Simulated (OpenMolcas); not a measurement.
Ionisation energies of tellurium

```json
{
 "Program": "OpenMolcas",
 "Basis": "ANO-RCC [10s9p8d5f3g]",
 "Scalar Hamiltonian": "DKH2, point nucleus",
 "Spin-orbit coupling": "state interaction with AMFI integrals over the reference wave functions, term energies averaged over their components"
}
```

Active shells in each charge state: the valence s, p shells, with orbitals averaged over the low states. Where CASPT2's correlated closed shells are named, they are those of the first ion.

A. CASSCF
B. SS-CASPT2, IPEA 0.25 Eh, imaginary shift 0.1 Eh (closed shells correlated: 4d)
C. SS-CASPT2, IPEA 0.25 Eh, imaginary shift 0.1 Eh (closed shells correlated: none)
D. SS-CASPT2, IPEA 0 Eh, imaginary shift 0.1 Eh (closed shells correlated: 4d)
E. SS-CASPT2, IPEA 0.25 Eh, imaginary shift 0.1 Eh (closed shells correlated: 4s 4p 4d)

Energies in eV between the lowest computed levels, named as in B; reference values from the NIST Atomic Spectra Database with their kind.

| From | To | A | B | C | D | E | Spin-orbit share in B | Reference |
| --- | --- | --- | --- | --- | --- | --- | --- | --- |
| Te3+ 5s2 5p 2P* 1/2 | Te4+ 5s2 1S0 | 36.362 | 37.555 | 37.014 | 37.650 | 37.595 | +0.685 | 37.416 (measured) |
| Te4+ 5s2 1S0 | Te5+ 5s 2S 1/2 | 57.116 | 58.205 | 57.195 | 58.208 | 58.312 | +0.000 | 59.300 (measured) |
| Te5+ 5s 2S 1/2 | Te6+ 4d10 1S0 | 68.950 | 70.530 | 68.950 | 70.573 | 70.684 | +0.000 | 69.100 (theoretical) |

Steps that some method lacks are left out, and so are those with a state whose active s or d shell is doubly occupied in every root (s and p with five to eight electrons, d10) over a frozen core shell of the same l, since the two then mix freely.

Error against the reference values, in %:

```
From    Reference     A     B     C     D     E
Te3+     measured  -2.8  +0.4  -1.1  +0.6  +0.5
Te4+     measured  -3.7  -1.8  -3.5  -1.8  -1.7
Te5+  theoretical  -0.2  +2.1  -0.2  +2.1  +2.3
```

Mean absolute error over the 2 measured values: A 1.62 eV, B 0.62 eV, C 1.25 eV, D 0.66 eV, E 0.58 eV.

* marks odd parity.
